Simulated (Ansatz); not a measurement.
Mulliken charges of CH5ClGe (`Cl[CH2][GeH3]`) from r2SCAN/def2-TZVPP in Ansatz (PBE0-D4/def2-TZVP geometry).

```
atom   x (Å)   y (Å)   z (Å)  charge (e)
 Cl1  -2.199   0.331  -0.380      -0.169
  C2  -0.464   0.419  -0.772      -0.127
 Ge3   0.612  -0.391   0.660       0.118
  H4  -0.313  -0.101  -1.717       0.106
  H5  -0.209   1.470  -0.907       0.106
  H6   0.357   0.371   1.967      -0.005
  H7   0.207  -1.862   0.816      -0.005
  H8   2.100  -0.294   0.278      -0.022
```

Question: By hand: the dipole of these point charges (1 e Å = 4.8032 D).

Answer: Σ q r = (0.398, 0.004, -0.058) e Å, of length 0.402 e Å = 1.93 D.

Question: How does the dipole of the full density compare? (Best estimate.)

Answer: Ansatz gave: (0.327, 0.037, -0.114) e Å, 1.67 D; the point charges give 1.16 times that, at 12° from its direction.

Point charges leave out the atoms' own dipoles, such as those of lone pairs, and Mulliken's split depends on the basis, so the two needn't agree.
